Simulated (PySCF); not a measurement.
Frontier orbitals and the lowest excitations

Species: YCl₃ (singlet state).
Structure used (PBE0-D3(BJ)/def2-SVP), in Å, numbered top down from 1:
```xyz
4
YCl3 angstrom
Y      0.019    0.000    0.079
Cl     2.436    0.001    0.410
Cl    -1.228    2.056   -0.244
Cl    -1.227   -2.057   -0.244
```

Computed with TDDFT B3LYP/def2-SVPD, vertical, gas phase, core orbitals frozen in the response, def2 core potentials past Kr in PySCF 2.14.0, density-fitted response routines. Spin–orbit coupling is left out.

Frontier orbitals with the atoms that hold most of them (Löwdin shares over 4%, at most four atoms; ? is withheld):

| orbital | ε (eV) | atoms |
| --- | --- | --- |
| LUMO+2 | -2.01 | Y1 78%, Cl2 13%, Cl4 5%, Cl3 4% |
| LUMO+1 | -2.06 | Y1 79%, Cl3 10%, Cl4 10% |
| LUMO | -3.30 | ? |
| HOMO | -8.91 | Cl4 32%, Cl3 32%, Cl2 32% |
| HOMO-1 | -9.14 | ? |
| HOMO-2 | -9.17 | Cl3 34%, Cl4 34%, Cl2 21%, Y1 10% |
| HOMO-3 | -9.18 | Cl2 40%, Cl4 26%, Cl3 26%, Y1 7% |

(1) Which atoms hold the LUMO, and with what shares?

(2) Give the leading atoms of the HOMO-1.

(3) The HOMO–LUMO gap is 5.61 eV. Where does the response calculation put the lowest singlet, and from which orbitals?

(4) Give energy, strength and leading configuration of S1 and S2, and follow the Löwdin shares of the leading atoms from the occupied to the empty orbital.

Results:

(1) Y1 (bonded to 3 Cl) 83%; Cl2 (bonded to Y) 6%; Cl4 (bonded to Y) 6%; Cl3 (bonded to Y) 6%. By element: yttrium 83%, chlorine 17%.

(2) Cl2 (bonded to Y) 47%; Cl4 (bonded to Y) 22%; Cl3 (bonded to Y) 22%; Y1 (bonded to 3 Cl) 10%. By element: chlorine 90%, yttrium 10%.

(3) S1 is at 4.60 eV (f = 0.0000), 1.01 eV below the gap, made of HOMO→LUMO (100%). 

(4) 
- S1 (4.60 eV, f 0.0000), HOMO→LUMO (100%): Cl4 32% → 6%, Cl3 32% → 6%, Y1 at most 4% → 83%, Cl2 32% → 6%; the Löwdin share of yttrium is at most 4% in HOMO and 83% in LUMO (ligand-to-metal charge transfer by this measure)
- S2 (4.81 eV, f 0.0032), HOMO-1→LUMO (100%): Cl2 47% → 6%, Cl4 22% → 6%, Y1 10% → 83%; the Löwdin share of yttrium is 10% in HOMO-1 and 83% in LUMO (ligand-to-metal charge transfer by this measure)

Orbitals of the list HOMO-3 to LUMO+2 that lie within 0.01 eV of each other are written together with a slash and their weights summed (≥ marks a lower bound); for degenerate orbitals outside that list single weights are arbitrary.
